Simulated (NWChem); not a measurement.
Molecule: HfNH$_{5}$; SMILES [NH2][HfH3]

def2 effective core potentials on Hf; no spin-orbit coupling.

### Question
Give the equilibrium geometry at PBE0/def2-SVP with def2 effective core potentials on Hf (NWChem) as a Z-matrix, with the point group.

### Answer
point group C1; any orientation.
```
Hf
N 1 1.9991
H 2 1.0200 1 126.17
H 2 1.0200 3 108.48 1 -178.91
H 1 1.8547 2 105.19 3 97.66
H 1 1.8599 5 108.92 2 -116.69
H 1 1.8610 5 110.01 6 -124.80
```
